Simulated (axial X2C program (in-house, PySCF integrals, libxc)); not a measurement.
Estimating the spin–orbit splitting of the π levels of GaI

Computed with an in-house all-electron X2C program for linear molecules (integrals from PySCF). Spin-free means the one-electron spin-free X2C Hamiltonian; two-component (2c) means X2C with spin–orbit coupling and atomic mean-field two-electron Coulomb and Gaunt terms, so the difference of the two also holds small scalar two-electron terms. Basis: I dyall-cv3z [11s12p8d4f1g], Ga dyall-cv3z [9s9p7d4f1g] (cores contracted in-house); Gaussian nuclei, density fitting, unrestricted open shells. Masses: I 126.904 u, Ga 68.926 u.

Hartree–Fock at 2.601 Å, closed shell. Valence p splittings ε(p3/2) − ε(p1/2) of spherical Dirac–Hartree–Fock atoms with fractionally filled p shells: I 5p 1.126 eV.

```csv
"filled π level (eV), spin-free",Ga p share,I p share
-9.84,0.05,0.91
```

Q: In first order a p shell splits by 3ζ/2 and a π orbital by ζ. Estimate the splitting of each π level from the shares.

A: level -9.84 eV: (2/3) × (0.91 × 1.126) = 0.68 eV.

The two-component Hartree–Fock calculation gives:

| ε(ω = 1/2) (eV) | σ share of it | ε(ω = 3/2) (eV) | splitting (eV) | estimate (eV) |
| --- | --- | --- | --- | --- |
| -10.326 | 0.09 | -9.483 | 0.84 | 0.68 |

The estimate leaves out the mixing of π1/2 with σ1/2 levels, which pushes the ω = 1/2 spinor up or down, the d and f parts of the orbital, small shares of the strongly split outer-core p shell of a metal, the Gaunt term (absent from the atomic values), and the change of the atomic p orbitals with charge; Löwdin shares depend on the basis.
